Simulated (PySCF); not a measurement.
Isomers of C5H2ClFO2, mass 147.973 u with the commonest isotopes. The calculation used PBE0/def2-SVPD in PySCF (dipole) on a GFN2-xTB geometry, gas phase. One conformer each, none proved a minimum here; rigid rotors.

Question: Order these by rotational constant A, largest first.
A. `[O:1]=[C:2]([F:3])[c:4]1[o:5][cH:6][cH:7][c:8]1[Cl:9]` with O1–C2–C4–O5 180°
B. `[O:1]=[C:2]([Cl:3])[c:4]1[cH:5][cH:6][c:7]([F:8])[o:9]1` with O1–C2–C4–C5 0°
C. `[O:1]=[C:2]([F:3])[c:4]1[cH:5][c:6]([Cl:7])[cH:8][o:9]1` with O1–C2–C4–C5 180°

Answer: C (4059 MHz), B (2876 MHz), A (1877 MHz).

Question: Order these by dipole moment, smallest first.
A. `[O:1]=[C:2]([F:3])[c:4]1[o:5][cH:6][cH:7][c:8]1[Cl:9]` with O1–C2–C4–O5 180°
B. `[O:1]=[C:2]([Cl:3])[c:4]1[cH:5][cH:6][c:7]([F:8])[o:9]1` with O1–C2–C4–C5 0°
C. `[O:1]=[C:2]([F:3])[c:4]1[cH:5][c:6]([Cl:7])[cH:8][o:9]1` with O1–C2–C4–C5 180°

Answer: C (3.25 D), B (3.78 D), A (4.78 D).

Question: Order these by rotational constant B, largest first.
A. `[O:1]=[C:2]([F:3])[c:4]1[o:5][cH:6][cH:7][c:8]1[Cl:9]` with O1–C2–C4–O5 180°
B. `[O:1]=[C:2]([F:3])[c:4]1[cH:5][c:6]([Cl:7])[cH:8][o:9]1` with O1–C2–C4–C5 180°
C. `[O:1]=[C:2]([Cl:3])[c:4]1[cH:5][cH:6][c:7]([F:8])[o:9]1` with O1–C2–C4–C5 0°

Answer: A (1387 MHz), C (931.5 MHz), B (718.6 MHz).

| SMILES | point group | Ia (u·Å²) | Ib (u·Å²) | Ic (u·Å²) | κ | μa (D) | μb (D) | μc (D) |
| --- | --- | --- | --- | --- | --- | --- | --- | --- |
| O=C(Cl)c1ccc(F)o1 | Cs | 175.72 | 542.57 | 718.28 | -0.79 | 3.59 | 1.18 | 0.00 |
| O=C(F)c1cc(Cl)co1 | Cs | 124.50 | 703.26 | 827.75 | -0.94 | 3.25 | 0.17 | 0.00 |
| O=C(F)c1occc1Cl | Cs | 269.25 | 364.43 | 633.69 | 0.09 | 2.92 | 3.78 | 0.00 |
